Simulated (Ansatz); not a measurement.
ClFGeH₃In (`[F][In]([Cl])[GeH3]`). Total charge 0; spin multiplicity 1. Correlated methods include outer-core shells of Ge, In, which these sets cover unevenly. Scalar relativity is left out up to krypton. In takes the def2 core potential.

```xyz
7

F     1.007    2.474   -1.102
In    0.078    0.762   -1.081
Cl   -0.785    0.365   -3.199
Ge   -0.061   -0.695    1.043
H     1.345   -1.228    1.345
H    -0.554    0.178    2.203
H    -1.029   -1.856    0.793
```

Q: Give the diagnostics of a CCSD(T)/def2-TZVPP run (frozen core, the Gaussian-basis code of Ansatz). (Estimate.)

A: The calculation gave: T1 = 0.0139, largest single amplitude 0.038, largest double 0.039, (T) share of the correlation energy 3.3 %, 9 CCSD cycles. The RHF solution is stable towards an unrestricted one. T1 lies under the customary mark of 0.02 for closed shells.
